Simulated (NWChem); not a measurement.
CuH₂SO, doublet; SMILES [OH][Cu][SH]

```xyz
5

Cu     0.0121    -0.3606     0.0000
O     -0.0667    -2.1214     0.0000
H      0.7719    -2.5986     0.0000
S      0.0447     1.7583     0.0000
H     -1.3034     1.8930     0.0000
```
Atoms are numbered in this order, from 1.

Computed with NWChem. Spin-unrestricted. In the optimisation the excess spin sits in a" (Cs, its own frame). All runs use the structure optimised with PBE0/def2-SVP, spin-unrestricted. This spin state was assumed; another may lie lower. No stability test was run on the SCF state.

What does the run give for PW6B95/def2-SVP? Quantities: highest occupied level (eV); lowest empty minus highest occupied level, either spin (eV); dipole (D); <S²>.

The highest occupied level (eV) comes out as -7.25 and the lowest empty minus highest occupied level, either spin (eV) is 2.93. The dipole (D) is 0.53. The <S²> comes out as 0.756.
